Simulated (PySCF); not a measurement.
## Dipole response of Ta⁺ (tantalum, charge +1)

[Xe] 4f14 5d3 6s1, high-spin 5F determinant. Calculation: PySCF 2.14, in def2-QZVPPD with the def2 core potential (60 electrons) (7s6p4d3f2g, 84 functions); scalar relativity through the core potential. Coupled (time-dependent) response in atomic units; α is the mean over directions.

```json
{"method": "M06", "mean α (bohr³)": "44.46", "C₆ (like pair)": "380.4", "S(−4)": "1006"}
{"method": "BLYP", "mean α (bohr³)": "40.12", "C₆ (like pair)": "342.9", "S(−4)": "753.1"}
```

S(−4) is the Cauchy moment in α(ω) = α(0) + S(−4) ω² + …

Spin-orbit coupling is absent.

α(iu) at M06:

```
u (hartree)  α(iu) (bohr³)
          0          44.46
     0.0500          42.11
      0.100          36.60
      0.200          25.34
      0.300          18.11
      0.500          10.98
      0.750          7.076
       1.00          5.066
       1.50          3.036
       2.00          2.030
       3.00          1.080
       5.00         0.4442
```

For an ion, C₆ is the dispersion term alone; charge-induced terms of lower order in 1/R come first.

Energies and moments cover only the electrons outside the core potential. Spin-orbit coupling, absent here, splits the open shell strongly.
